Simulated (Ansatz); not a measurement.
Basis-set extrapolation for H₆O₄Si₂, SMILES `O[SiH2]O[SiH](O)O` (PBE0-D4/def2-TZVP geometry, frozen core, the Gaussian-basis code of Ansatz). Multiplicity 1, RHF reference.

```
                      def2-TZVPP   def2-QZVPP
                 HF  -881.256797  -881.291390
    MP2 correlation    -1.192554    -1.291015
CCSD(T) correlation    -1.263533      not run
```

Energies in hartree. Use E(X) = E(∞) + A·exp(−7.88·√X) for Hartree–Fock and E(X) = E(∞) + B·X^(−2.97) for correlation, with X = 3 and 4, and add CCSD(T) minus MP2 of the smaller set to the MP2 limit.

Task: What is the CCSD(T) energy at the basis-set limit?

Result: HF limit: -881.291390 + (-0.034593) × 0.13774 = -881.29615. MP2 limit: -1.291015 + (-0.098461) × 0.74074 = -1.36395. Higher-order term: -1.263533 − (-1.192554) = -0.07098. Total: -882.73108 hartree, 553.3 kJ/mol below CCSD(T)/def2-TZVPP.
